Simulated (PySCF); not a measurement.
# TlSi and its ions

UHF; PySCF, scalar-relativistic core potentials, basis sets Tl def2-SVP with ECP60, Si def2-SVP. Neutral (UHF): quartet (σ ↑, π ↑↑), Re = 2.771 Å, ωe = 216 cm⁻¹, De = 1.33 eV, HOMO -7.24 eV, LUMO 0.37 eV.

TlSi⁺ (UHF): triplet (σ ↑, π ↑), Re = 3.526 Å, ωe = 83.6 cm⁻¹. The energies at the minima are -460.31544 hartree for TlSi and -460.09557 for TlSi⁺.

Work out the adiabatic ionisation energy, without and with harmonic zero-point energies (1 hartree = 27.2114 eV, 1 eV = 8065.5 cm⁻¹), and the change of the bond length.

At UHF: 0.21987 hartree = 5.983 eV between the minima; the zero-point term (83.6 − 216.0)/2 cm⁻¹ = -0.008 eV makes it 5.975 eV. Re changes by +75.5 pm against the neutral. The electron leaves a π orbital, and the ion is left as a loose complex of an ion and an atom.

These are scalar-relativistic numbers at best; spin–orbit coupling would shift them, the dissociation energy most. Hartree–Fock leaves out correlation, which carries a large part of most bond energies and some tenths to 1 eV of ionisation energies. States were picked by a PBE0 search and need not be the measured ground states.
